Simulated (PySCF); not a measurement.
## Radial density of Si (silicon, neutral)

PBE, [Ne] 3s2 3p2, high-spin 3P determinant. All numbers are calculated (PySCF 2.14, scalar relativity by spin-free X2C-1e, in jorge-DZP-DKH (7s4p1d, 24 functions)).

```tsv
r (bohr)	4πr²ρ (e/bohr)	4πr²(ρα − ρβ)
0.00190	0.08754	0.0000
0.00319	0.2343	0.0000
0.00537	0.5994	0.0000
0.00903	1.489	-0.0001
0.0152	3.474	-0.0001
0.0255	7.259	-0.0001
0.0430	12.53	0.0011
0.0722	15.82	0.0081
0.122	12.84	0.0359
0.204	9.663	0.0996
0.344	13.72	0.1350
0.578	11.25	0.0288
0.973	2.989	0.0941
1.64	1.788	0.6443
2.75	1.271	0.6872
4.63	0.1980	0.1585
7.79	0.001330	0.0013
```

Densities and radii are taken from the X2C orbitals without a picture-change correction, which distorts them close to the nucleus.
